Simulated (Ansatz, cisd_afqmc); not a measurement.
Species: Fe, charge 0, quintet.

Quantity: first ionisation energy (Fe+ (sextet) against Fe (quintet)), in eV. UHF or UKS for unpaired electrons; spin-orbit terms are left out. The -DK rows use spin-free X2C, correlate 3s3p of the metal (1s2s2p frozen) and give its partners the cc-pVXZ-DK valence sets. AFQMC/CISD: phaseless, guided by CISD from CCSD amplitudes; bars are statistical, one sigma. Outlying blocks are dropped, and bars are widened where a walk drifts. Over all cases where full CI ran beside it in this data, AFQMC minus full CI had a median of +0.1 mEh and passed +0.4 mEh in a tenth of the cases. CBS(X,Y): correlation extrapolated as X^-3, Hartree-Fock from the larger set. A bracket is a step between two methods taken in the basis named. Functionals run without relativity, which enters their misses. Double hybrids freeze cores in their MP2 part. The determinant of Fe ([Fe], quintet) is a saddle point of the SCF energy; a lower one exists, which strains HF and MP2. Open-shell metal atoms are single determinants, not pure terms.

```
level                                                                                     program  first ionisation energy (eV)  difference against the last row
----------------------------------------------------------------------------  -------------------  ----------------------------  -------------------------------
HF/cc-pwCVQZ-DK                                                                            Ansatz                          6.43                            -1.47
B2GP-PLYP/def2-TZVPD                                                                       Ansatz                          7.61                            -0.29
CCSD/aug-cc-pwCVTZ-DK                                                                      Ansatz                          7.72                            -0.18
CCSD(T)/CBS(cc-pwCVTZ-DK,cc-pwCVQZ-DK)                                                     Ansatz                          7.89                            -0.01
CCSDT(Q)/cc-pwCVTZ-DK                                                                      Ansatz                          7.79                            -0.11
AFQMC/CISD/cc-pwCVTZ-DK                                                                cisd_afqmc                   7.76 ± 0.02                            -0.14
CCSD(T)/CBS(cc-pwCVTZ-DK,cc-pwCVQZ-DK) + [AFQMC/CISD - CCSD(T)]/cc-pwCVTZ-DK  Ansatz + cisd_afqmc                   7.87 ± 0.02                            -0.03
CCSD(T)/CBS(cc-pwCVTZ-DK,cc-pwCVQZ-DK) + [CCSDT(Q) - CCSD(T)]/cc-pwCVTZ-DK                 Ansatz                          7.90                             0.00
```

Ansatz is an electronic-structure program.
